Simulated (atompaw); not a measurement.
# Varying the PAW (atompaw) potential for Ce

Base potential:

| Quantity | Value |
| --- | --- |
| Element | cerium |
| Generator | atompaw 4.2.0.5 |
| Type | PAW |
| Functional | PBEsol |
| Relativity | scalar-relativistic |
| Frozen core | [Kr] 4d10 5s2 |
| Valence charge | 10 |
| Reference configuration | 4f1 5p6 5d1 6s2 6p0 |
| Partial waves | 6s (bound); 6s channel at 2.2 Ry; 5p (bound); 6p (bound, empty); 5d (bound); 5d channel at 2 Ry; 4f (bound); 4f channel at 0.05 Ry |
| Local potential | troulliermartins scheme with l = 4 at 1 Ry, radius 2.50 bohr |
| Core correction | smooth core density matched at 1.65 bohr |
| Augmentation charge | besselshape compensation charge, radius 2.95 bohr; PAW radius 3.00 bohr; waves and projectors: bloechl |

All-electron outer shells of the reference configuration (PBEsol, scalar-relativistic, ld1.x):

```tsv
shell	level (eV)	outermost node (bohr)	outermost maximum (bohr)
4d	-110.40	0.31	0.66
5s	-40.61	0.75	1.37
5p	-23.22	0.81	1.55
4f	-5.42	–	0.71
6s	-3.77	1.82	3.72
5d	-3.07	0.92	2.18
6p	-1.33	2.15	4.84
```

Cutoffs, loose and tight: the cutoffs (Ry, on a coarse ladder) from which the occupation-weighted sum of valence levels, in a spherical-Bessel basis at the reference potential, stays within 10 and 1 mRy of its value at 400 Ry. They see the waves, projectors and local potential, not the compensation charge or the core. A dash means not determined.

A true bound ghost makes a file unfit for plane-wave use even where its test errors are small: the radial tests pick states by their node count and pass the ghost by.

```csv
change,outcome,"cutoff, loose","cutoff, tight",bound ghosts
base,generated,30 Ry,40 Ry,s
functional PBE,generated,30 Ry,40 Ry,s
"local potential bessel scheme, radius 2.50 bohr",generated,21 Ry,30 Ry,s
"augmentation besselshape compensation charge, radius 2.10 bohr; PAW radius 3.00 bohr; waves and projectors: bloechl","generated, no UPF (negative core plus compensation charge)",30 Ry,40 Ry,s
reference 4f1 5p6 5d2 6s1 6p0,generated,30 Ry,40 Ry,s
"core [Xe], valence charge 4; reference 4f1 5d1.5 6s1.5 6p0; waves now 6s (bound); 6s channel at 1.55 Ry; 6p (bound); 6p channel at 0.75 Ry; 5d (bound); 5d channel at 1.05 Ry; 4f (bound); 4f channel at 0.5 Ry; local potential troulliermartins scheme with l = 4 at 1 Ry, radius 2.95 bohr; core correction smooth core density matched at 2.70 bohr; augmentation besselshape compensation charge, radius 2.30 bohr; PAW radius 3.00 bohr; waves and projectors: bloechl",generated,21 Ry,30 Ry,"s, p"
"augmentation sinc compensation charge, radius 2.95 bohr; PAW radius 3.00 bohr; waves and projectors: bloechl",generated,30 Ry,40 Ry,s
wave 6s channel at 2.2 Ry becomes 6s channel at 5.39 Ry,generated,30 Ry,40 Ry,s
"local potential troulliermartins scheme with l = 4 at 1 Ry, radius 1.44 bohr",failed: atompaw: The overlap operator has at least one negative eigenvalue!,–,–,–
"waves 6s (bound): rc 3.00 bohr; 6s channel at 2.2 Ry: rc 3.00 bohr; 5p (bound): rc 2.25 bohr; 6p (bound): rc 3.00 bohr; 5d (bound): rc 3.00 bohr; 5d channel at 2 Ry: rc 3.00 bohr; 4f (bound): rc 1.60 bohr; 4f channel at 0.05 Ry: rc 1.60 bohr; augmentation besselshape compensation charge, radius 2.95 bohr; PAW radius 3.00 bohr; waves and projectors: custom rrkj vanderbiltortho",failed: atompaw: The overlap operator has at least one negative eigenvalue!,–,–,–
core correction smooth core density matched at 2.40 bohr,"generated, no UPF (negative core plus compensation charge)",30 Ry,40 Ry,s
"waves 6s (bound): rc 3.00 bohr; 6s channel at 2.2 Ry: rc 3.00 bohr; 5p (bound): rc 2.25 bohr; 6p (bound): rc 3.00 bohr; 5d (bound): rc 3.00 bohr; 5d channel at 2 Ry: rc 3.00 bohr; 4f (bound): rc 1.60 bohr; 4f channel at 0.05 Ry: rc 1.60 bohr; augmentation besselshape compensation charge, radius 2.95 bohr; PAW radius 3.00 bohr; waves and projectors: custom rrkj gramschmidtortho",failed: atompaw: The overlap operator has at least one negative eigenvalue!,–,–,–
```

What comes out with this change to the base: all radii scaled by about 1.29 (s 3.88, p 2.90, d 3.88, f 2.06 bohr); local potential troulliermartins scheme with l = 4 at 1 Ry, radius 3.24 bohr; augmentation besselshape compensation charge, radius 3.82 bohr; PAW radius 3.88 bohr; waves and projectors: bloechl; core correction smooth core density matched at 2.14 bohr?

outcome: generated; cutoff, loose: 15 Ry; cutoff, tight: 25 Ry; bound ghosts: s.
